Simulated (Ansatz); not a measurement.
In₅P₄Cl₃, a halide-capped cluster cut from zinc blende InP (3 Cl on the cations). Charge 0, multiplicity 1. Geometry PBE-D4/def2-SVP, basis def2-TZVP, Ansatz.

```tsv
atom	x (Å)	y (Å)	z (Å)
In1	1.198	1.736	-0.770
In2	-2.101	0.722	0.444
In3	0.113	-1.906	-1.169
In4	2.664	-0.684	0.828
In5	-0.409	-1.462	2.192
P6	-0.767	0.375	-1.742
P7	3.414	1.517	0.389
P8	-2.226	-0.079	2.817
P9	1.343	-2.823	0.986
Cl10	0.643	4.006	-1.247
Cl11	-3.788	2.328	-0.054
Cl12	-0.083	-3.731	-2.675
```

```json
{"run": "A", "HOMO (eV)": "-6.07", "LUMO (eV)": "-4.10"}
{"run": "B", "HOMO (eV)": "-6.71", "LUMO (eV)": "-3.60"}
{"run": "C", "HOMO (eV)": "-7.42", "LUMO (eV)": "-2.92"}
{"run": "D", "HOMO (eV)": "-5.84", "LUMO (eV)": "-4.14"}
{"run": "E", "HOMO (eV)": "-8.71", "LUMO (eV)": "-1.96"}
{"run": "F", "HOMO (eV)": "-5.77", "LUMO (eV)": "-4.03"}
```

In the def2 sets In takes a core potential; there is no spin–orbit coupling. Single mean-field runs in def2-TZVP are fitted with def2-universal-jkfit.

**Question.** The runs used BHLYP, PBE, PBE0, r2SCAN, revPBE, ωB97X-V. Estimate which is which.

**Answer.** A r2SCAN (0 % exact exchange); B PBE0 (25 % exact exchange); C BHLYP (50 % exact exchange); D PBE (0 % exact exchange); E ωB97X-V (range-separated); F revPBE (0 % exact exchange). Exact exchange lowers occupied and raises empty levels; among semilocal functionals meta-GGAs tend to open the gap a little, and such runs are hard to tell apart. The gap grows from 1.70 eV (PBE) to 6.75 eV (ωB97X-V).
